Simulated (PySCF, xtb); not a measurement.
C₃H₅NO₂, SMILES C1=NCOCO1. One conformer was computed; it need not be the lowest.

Harmonic wavenumbers (cm⁻¹) from GFN2-xTB run with xtb 6.7.1 at its own minimum, in rising order: 180, 299, 469, 537, 564, 855, 876, 936, 968, 994, 1016, 1049, 1109, 1145, 1180, 1249, 1280, 1292, 1333, 1442, 1455, 1726, 2822, 2850, 2973, 2991, 3066.

### Question
What does ωB97X-D3(BJ)/def2-SVP (PySCF) give at its own minimum? (Estimate from the structure and the level; the computed values follow.)

### Answer
188, 331, 486, 573, 604, 890, 975, 1000, 1020, 1041, 1080, 1136, 1189, 1265, 1281, 1329, 1397, 1417, 1459, 1486, 1516, 1810, 3020, 3039, 3157, 3192, 3204. Paired by order, the mean absolute difference is 90 cm⁻¹ and the zero-point energies are 52.4 and 55.9 kcal/mol.
